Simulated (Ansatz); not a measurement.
`B/C(C)=C/F` + `OC[SiH2]Br` → `BOC[SiH2]Br` + `C/C=C\F`  (ligand exchange at a B–C bond)

Computed with Ansatz on PBE0-D4/def2-TZVP structures; ΔE is electronic, products minus reactants. CBS: MP2 limit from def2 TZ/QZ plus the TZ coupled-cluster correction, frozen cores. Double bonds are as drawn, so ΔE can hold a change between cis and trans. DFT in def2-TZVPP. B3LYP here is the variant with VWN-RPA as its local correlation; programs differ in this. For Br outer-core shells are correlated without core-valence functions, which leaves a few kJ/mol of doubt a bond. Scalar relativity is left out up to krypton. Each species was taken in one conformer, which may not be the lowest.

```json
{"level": "PBE-D4", "ΔE (kJ/mol)": "-99.9"}
{"level": "B3LYP-D4", "ΔE (kJ/mol)": "-110.9"}
{"level": "ωB97M-V", "ΔE (kJ/mol)": "-108.4"}
{"level": "B2PLYP", "ΔE (kJ/mol)": "-110.5"}
{"level": "CCSD(T)/def2-TZVPP", "ΔE (kJ/mol)": "-110.5"}
{"level": "SCS-MP2/def2-QZVPP", "ΔE (kJ/mol)": "-110.2"}
{"level": "HF/CBS(def2)", "ΔE (kJ/mol)": "-117.0"}
{"level": "CCSD/CBS(def2)", "ΔE (kJ/mol)": "-110.9"}
```

Task: What does CCSD(T)/CBS give? (An estimate is asked.)

Result: Computed: -109.1 kJ/mol. The listed levels differ from it by 9.2, -1.8, 0.7, -1.4, -1.4, -1.1, -7.9, -1.8 kJ/mol.

Largest T1 diagnostic among the species: 0.012.

In def2-TZVPP, CCSD(T) changes the Hartree–Fock value by +5.8 kJ/mol (the triples alone add +1.7 kJ/mol) and MP2 by +9.1 kJ/mol.
